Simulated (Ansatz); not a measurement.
Geometry optimisation, RKS r2SCAN-D4/def2-SVP in Ansatz 0.2.0.

input.yaml

```yaml
crystal:
  periodic: [false, false, false]
  atoms:
    - { symbol: S, position_ang: [-2.3093, 0.1706, -0.0596] }
    - { symbol: C, position_ang: [-0.5891, -0.0552, 0.2133] }
    - { symbol: O, position_ang: [0.0667, 0.1387, -1.0151] }
    - { symbol: B, position_ang: [1.6109, -0.0707, -0.7735] }
    - { symbol: Cl, position_ang: [2.6342, 1.3332, -0.3644] }
    - { symbol: H, position_ang: [-2.6818, -0.0282, 1.2727] }
    - { symbol: H, position_ang: [-0.2274, 0.6838, 0.9898] }
    - { symbol: H, position_ang: [-0.4201, -1.0764, 0.5869] }
    - { symbol: H, position_ang: [2.0043, -1.1422, -0.8673] }
basis:
  gaussian: { orbitals: def2-SVP }
hamiltonian:
  xc: r2scan
  dispersion: d4
relax:
  f_tol: 0.015
  max_steps: 40
```

Launched with:

```bash
$ ansatz run input.yaml --threads 2 --pin off --max-ram 3072MiB --backend cpu --events-out ev --progress --plain --runs-dir out
```

Q: Where does it end, and by what steps?

A: The forces met the threshold. After 28 steps the energy has fallen by 1.560 eV; H6 moved furthest, 1.56 Å.

```tsv
step	energy less start (eV)	largest force component (eV/Å)	accepted
0	0.0000	4.447	yes
1	-0.5906	2.890	yes
2	-0.6925	3.323	yes
3	-0.7862	1.267	yes
4	-0.9417	0.882	yes
5	-1.0798	0.605	yes
6	-1.1596	0.826	yes
7	-1.2965	0.302	yes
8	-1.3406	0.217	yes
9	-1.3442	0.217	yes
10	-1.3615	0.107	yes
11	-1.3641	1.075	yes
12	-1.3795	0.911	yes
13	-1.4545	0.370	yes
14	-1.5016	0.188	yes
15	-1.5341	0.145	yes
16	-1.5443	0.100	yes
17	-1.5469	0.430	yes
18	-1.5481	0.233	yes
19	-1.5521	0.253	yes
20	-1.5541	0.059	yes
21	-1.5549	0.048	yes
22	-1.5558	0.069	yes
23	-1.5584	0.093	yes
24	-1.5591	0.079	yes
25	-1.5595	0.082	yes
26	-1.5581	0.112	no
27	-1.5591	0.102	no
28	-1.5598	0.012	yes
```

```xyz
9
Properties=species:S:1:pos:R:3
S -1.977 -0.447 -0.236
C -0.459 -0.307 0.755
O 0.493 0.585 0.207
B 1.349 0.179 -0.751
Cl 2.445 1.374 -1.430
H -2.403 0.816 -0.010
H -0.697 0.051 1.766
H -0.061 -1.334 0.816
H 1.399 -0.963 -1.134
```

Whether the end is a true minimum wasn't checked by a vibrational analysis.

Run time: 120 s on 2 threads of Arm Neoverse V1, on a shared host, peak memory 0.2 GiB.
